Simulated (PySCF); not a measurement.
From computed data to an observable: chemical shift, span and skew from a shielding tensor

C3H7BO2, SMILES C1(CB(C1)O)O. Atoms are numbered in the order given.

```xyz
13

O      2.2361     0.9610     0.1918
B      1.0112     0.4289    -0.0111
C     -0.4340     1.0614     0.0746
C     -0.8915    -0.4103     0.3217
O     -2.0341    -0.8695    -0.3600
C      0.4197    -1.0287    -0.2178
H      2.9410     0.3017     0.1392
H     -0.7180     1.8408     0.7985
H     -0.7728     1.3628    -0.9342
H     -0.9724    -0.5972     1.4140
H     -2.7855    -0.3473    -0.0478
H      0.2691    -1.2255    -1.2959
H      0.8022    -1.9464     0.2555
```
Charge 0, spin multiplicity 1.

Geometry optimised at r2SCAN-D4/def2-SVP. This is a generated structure with no PubChem entry under its InChIKey; it may be hypothetical. One conformer was computed; it need not be the lowest.

GIAO shieldings from PBE/pcSseg-1 (PySCF), non-relativistic, no solvent. The symmetric part of the tensor of C3 has the principal values 126.3, 133.7, 171.4 ppm. The same nucleus in TMS has σ = 182.0 ppm at this level (PySCF, at its B3LYP-D3(BJ)/def2-TZVP geometry).

Task: Work out the isotropic shielding, the ¹³C shift against TMS, the span and the skew.

Result: 
σ(iso) = (σ11 + σ22 + σ33)/3 = 143.8 ppm. δ = σ(ref) − σ(iso) = 182.0 − (143.8) = 38.2 ppm.
Span Ω = σ33 − σ11 = 45.1 ppm. Skew κ = 3(σ(iso) − σ22)/Ω = 0.67. Tumbling in solution averages the tensor to δ; in a static solid the shielding alone would spread this spin-1/2 line over Ω.
